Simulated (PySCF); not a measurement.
Pauling's electronegativity from computed bond energies: partners of F

PBE0 in PySCF with def2-TZVPPD on every atom, for the lowest determinant that a PBE0 search found; no spin–orbit coupling. De of F2 is 1.51 eV.

```
 B  De(B₂) (eV)  De(FB) (eV)
Cl         2.59         2.63
 H         4.53         5.94
Cu         1.78         3.97
```

**Question.** With Δ = De(FB) − [De(F₂) + De(B₂)]/2, give Δ and the electronegativity difference √(Δ/eV).

**Answer.** 

```json
{"B": "Cl", "Δ (eV)": "0.58", "√Δ": "0.76"}
{"B": "H", "Δ (eV)": "2.92", "√Δ": "1.71"}
{"B": "Cu", "Δ (eV)": "2.33", "√Δ": "1.52"}
```

The rule was made for single bonds and measured bond energies; here it is fed with computed well depths. With the arithmetic mean Δ turns negative when the two homonuclear bonds differ much, as for alkali hydrides.

Closed-shell solutions of metal pairs were not tested for spin polarisation, which can lower them a little.
